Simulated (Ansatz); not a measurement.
```yaml
crystal:
  periodic: [false, false, false]
  atoms:
    - {symbol: P, position_ang: [-1.119487, 1.730060, 1.384124]}
    - {symbol: B, position_ang: [-0.418489, 0.368810, 0.631125]}
    - {symbol: C, position_ang: [0.611294, -0.563149, 0.758761]}
    - {symbol: Si, position_ang: [0.794678, 0.264954, -0.776413]}
    - {symbol: Zn, position_ang: [0.893046, -1.373355, -2.507381]}
    - {symbol: H, position_ang: [-1.816220, 1.181421, 2.523313]}
    - {symbol: H, position_ang: [-1.921269, 2.491572, 0.331001]}
    - {symbol: H, position_ang: [0.750037, -0.701625, 1.989549]}
    - {symbol: H, position_ang: [-0.055743, -1.831408, 0.742051]}
    - {symbol: H, position_ang: [2.120368, 0.917113, -0.989569]}
    - {symbol: H, position_ang: [0.348237, -2.653506, -3.927498]}
basis:
  gaussian: {orbitals: aug-pcseg-2, final_grid: {core_spheres: 8, valence_spheres: 7, degree: 23}}
magnetization: {spin_polarized: true, initial_magnetization: 2}
hamiltonian: {xc: {name: r2SCAN}}
charge: 1
output: {forces: true}
```

```sh
$ ansatz run in.yaml --threads 4 --pin off --events-out ev --progress --plain --max-ram 10444MiB
```

It prints (some lines left out):

```
Error: YAML parse error: error: line 19 column 1: unknown field `charge`, expected one of crystal, accuracy, basis, kpoints, hamiltonian, magnetization, projection, total_charge, correlation, batch, efield, external_charges, scf, relax, neb, saddle, md, ramp, phonons, dielectric, real_time, elastic, magnetic_configurations, gw, evaluate, workflow, output, checkpoint, execution
17 | magnetization: {spin_polarized: true, initial_magnetization: 2}
18 | hamiltonian: {xc: {name: r2SCAN}}
19 | charge: 1
20 | output: {forces: true}
```

(1) What is wrong with this run?

## Answers

(1) The input holds a key that doesn't belong there. The program refused the input.
